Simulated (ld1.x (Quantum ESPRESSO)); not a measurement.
## u(r) = r·R(r): atom against pseudo-atom (hydrogen (H))

Columns: radius, all-electron u(r) and pseudo u(r) of the 1s shell (level -6.49 eV) of hydrogen in the configuration 1s1; PBE, non-relativistic, TM scheme, ld1.x (Quantum ESPRESSO) 7.5.

| r (bohr) | all-electron | pseudo |
| --- | --- | --- |
| 0.064 | 0.1152 | 0.1012 |
| 0.128 | 0.2158 | 0.1991 |
| 0.192 | 0.3033 | 0.2906 |
| 0.256 | 0.3788 | 0.3729 |
| 0.320 | 0.4436 | 0.4440 |
| 0.384 | 0.4988 | 0.5033 |
| 0.448 | 0.5454 | 0.5511 |
| 0.512 | 0.5844 | 0.5891 |
| 0.576 | 0.6164 | 0.6193 |
| 0.640 | 0.6424 | 0.6436 |
| 0.704 | 0.6630 | 0.6632 |
| 0.768 | 0.6787 | 0.6787 |
| 0.832 | 0.6901 | 0.6901 |
| 0.896 | 0.6978 | 0.6978 |
| 0.960 | 0.7022 | 0.7022 |
| 1.024 | 0.7037 | 0.7037 |
| 1.088 | 0.7026 | 0.7026 |
| 1.152 | 0.6992 | 0.6992 |
| 1.216 | 0.6939 | 0.6939 |
| 1.280 | 0.6869 | 0.6869 |
| 1.344 | 0.6784 | 0.6784 |
| 1.408 | 0.6686 | 0.6686 |
| 1.472 | 0.6578 | 0.6578 |
| 1.536 | 0.6461 | 0.6461 |
| 1.600 | 0.6337 | 0.6337 |
| 1.664 | 0.6206 | 0.6206 |

**Question.** How many radial nodes do the two functions have?

**Answer.** The all-electron 1s function has n − l − 1 = 0; the pseudo-wave has 0.

**Question.** At about which radius was the pseudo-wave matched?

**Answer.** 0.85 bohr. The columns agree to 0.0005 from 0.70 bohr on; several derivatives are matched, so the curves merge somewhat inside the radius.

**Question.** Where does each function peak?

**Answer.** Outermost all-electron maximum near 1.02 bohr, pseudo maximum near 1.02 bohr (to the table’s step).

**Question.** Is the pseudo-wave norm-conserving?

**Answer.** Yes: the TM scheme keeps the norm inside the radius equal to the all-electron one, which fixes the energy derivative of the logarithmic derivative at the level.
